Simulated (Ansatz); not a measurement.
Cd₇Te₇H₂₀, relaxed as a singlet with RKS r2SCAN-D4/def2-SVP in Ansatz, starting from the GFN1-xTB geometry. Force threshold 0.03 eV/Å.

In the def2 sets Cd, Te take a core potential; there is no spin–orbit coupling. Single mean-field runs in def2-SVP are fitted with def2-universal-jkfit.

Start:

Cartesian coordinates in Å:
```
Cd 2.2405 -3.2073 1.6163
Cd -3.1943 2.0455 1.0526
Cd -1.1563 -2.8760 -0.1820
Cd 1.9104 0.5310 2.4405
Cd 4.0605 0.8707 -0.7144
Cd 0.7743 1.3924 -2.6405
Cd 1.1128 -2.3640 -3.2124
Te -0.8526 2.0013 2.7729
Te -0.3748 -1.1039 1.9068
Te 2.8357 -1.7988 -0.9001
Te -3.4083 -0.8211 0.5766
Te -1.8272 2.6817 -1.4421
Te -1.2631 -0.4593 -1.7664
Te 0.9972 1.9904 0.1424
H 1.2891 -4.5614 1.2802
H 3.1289 -2.5046 2.8687
H -4.5207 2.8970 1.4911
H -1.9102 -4.3006 -0.2682
H 2.7524 0.9163 3.7616
H 4.7169 1.0739 0.8285
H 4.0419 1.5934 -2.2409
H 1.0350 2.1990 -4.0145
H 0.2830 -3.8111 -2.9451
H 1.4390 -1.2427 -4.4327
H -1.7574 1.8507 4.1678
H -0.8870 3.6411 3.0462
H -0.6780 -1.9127 3.2902
H 4.1436 -2.6444 -1.3770
H -4.5053 -1.0577 1.8168
H -4.7179 -0.6938 -0.4247
H -3.2066 2.6902 -2.3555
H -2.0448 4.3299 -1.2765
H -2.1726 -0.7982 -3.0775
H 1.7162 3.4531 0.2113
```

(1) Estimate the energy that the relaxation releases and the steps that it takes.

(2) Does the start keep its bonding and symmetry?

(3) Predict the relaxed structure.

## Answers

(1) 99.3 kcal/mol, in 38 steps; 3.3 min on 2 threads of AMD EPYC 7R13 on a shared host and a share (18 GiB) of an NVIDIA H100 80GB HBM3. No frequencies were taken in this run, so the end may be a saddle point.

(2) Bonds lost: Cd3–Te11, Cd4–Te8, Cd4–Te14, Cd6–Te12, Te8–Te14, Te11–Te13, Te12–Te13 (atoms count from 1). Bonds formed: Cd3–H23, Cd4–H16, Cd4–H20, Cd6–Te10 (atoms count from 1). Metal–metal contacts that move far: Cd3–Cd7 3.82 to 3.12 Å, Cd1–Cd4 3.84 to 3.17 Å.

(3) 
```xyz
34

Cd    2.903   -3.037    1.191
Cd   -3.213    2.322    1.179
Cd   -1.074   -3.456   -0.503
Cd    2.610   -0.484    3.044
Cd    3.639    1.437    0.263
Cd    1.066    0.879   -2.826
Cd    0.873   -2.817   -2.854
Te   -0.588    2.019    2.555
Te    0.064   -1.582    1.582
Te    2.821   -1.148   -1.312
Te   -3.853   -0.554    0.725
Te   -2.408    3.051   -1.585
Te   -1.369   -0.682   -2.049
Te    1.110    2.820   -0.675
H     2.645   -4.622    0.699
H     3.731   -1.808    2.204
H    -4.389    3.287    1.942
H    -2.556   -4.091   -0.009
H     2.280   -0.344    4.698
H     2.788    0.836    1.744
H     5.084    2.030   -0.372
H     1.410    1.136   -4.466
H     0.451   -3.889   -1.412
H     1.069   -2.881   -4.524
H    -1.365    1.410    3.908
H    -0.818    3.577    3.145
H    -0.404   -2.566    2.842
H     4.132   -1.328   -2.322
H    -5.061   -0.403    1.890
H    -4.977   -0.135   -0.438
H    -4.054    3.259   -1.923
H    -2.352    4.666   -1.140
H    -1.997   -0.905   -3.578
H     1.801    4.003   -1.623
```
Bond lengths (bridged metal pairs left out): 15 × Cd–Te 2.90 to 3.21 Å; 13 × Cd–H 1.68 to 1.93 Å; 10 × H–Te 1.66 to 1.69 Å.
